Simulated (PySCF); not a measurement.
Cl2Re, SMILES [Cl][Re][Cl] (connectivity only; charge and spin as stated), neutral, multiplicity 6.

The structure is a stationary point at B3LYP-D3(BJ)/def2-TZVP. The spin state was assumed, not searched. The def2 effective core potentials stand for the cores of Re; spin–orbit coupling is left out.

Computed with B3LYP-D3(BJ)/def2-TZVP (PySCF).

Frequencies are harmonic and unscaled.

Modes within 1.5 cm⁻¹ of each other (mostly degenerate sets) share a row, with their intensities summed.

```tsv
mode	ν (cm⁻¹)	IR (km/mol)	moving atoms (share of kinetic energy)
1–2	57	10.0	Cl 72 %, Re 28 %
3	358	0.0	Cl 100 %
4	376	127.6	Cl 72 %, Re 28 %
```
